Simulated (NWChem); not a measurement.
Molecule: C$_{2}$H$_{8}$BNO; SMILES CNB(C)O

```xyz
13

B      0.0315     0.5199     0.0725
C     -0.7783     1.8744     0.0061
H     -1.8540     1.7451    -0.1876
H     -0.3659     2.5248    -0.7826
H     -0.6669     2.4298     0.9517
N     -0.6235    -0.7241    -0.1082
C     -0.0680    -2.0485    -0.0841
H     -1.6206    -0.6972    -0.2789
H     -0.2011    -2.5838    -1.0413
H     -0.5028    -2.6784     0.7126
H      1.0165    -2.0120     0.1044
O      1.3809     0.6120     0.3107
H      1.8284    -0.2380     0.3422
```
Atoms are numbered in this order, from 1.

All runs: NWChem. STO-3G and 3-21G are far too small for this property and stand as cheap habits. The geometry was optimised at PBE0/def2-SVP. Not confirmed as a minimum by frequencies. GIAO values for the isolated, static molecule; σ is the absolute isotropic shielding, δ = σ(reference) − σ with the isolated reference molecule computed at the same levels (11B: boron trifluoride, 13C: tetramethylsilane, 1H: tetramethylsilane, 15N: ammonia, 17O: water).

```json
[
 {"level": "BHandHLYP/pcSseg-1", "δ B1 (ppm)": "20.6", "δ C2 (ppm)": "1.0", "δ H3 (rotor mean) (ppm)": "0.12", "δ N6 (ppm)": "74.7", "δ C7 (ppm)": "26.9", "δ H9 (rotor mean) (ppm)": "2.45", "δ O12 (ppm)": "90.0", "relative time": "20"},
 {"level": "LDA (Slater exchange, VWN5)/pcSseg-1", "δ B1 (ppm)": "18.4", "δ C2 (ppm)": "-0.9", "δ H3 (rotor mean) (ppm)": "0.05", "δ N6 (ppm)": "93.3", "δ C7 (ppm)": "27.0", "δ H9 (rotor mean) (ppm)": "2.54", "δ O12 (ppm)": "114.3", "relative time": "9"},
 {"level": "Hartree-Fock/STO-3G", "δ B1 (ppm)": "22.0", "δ C2 (ppm)": "8.0", "δ H3 (rotor mean) (ppm)": "0.55", "δ N6 (ppm)": "19.3", "δ C7 (ppm)": "31.8", "δ H9 (rotor mean) (ppm)": "1.44", "δ O12 (ppm)": "24.9", "relative time": "1"}
]
```

Relative times are rough (shared machine, one core).
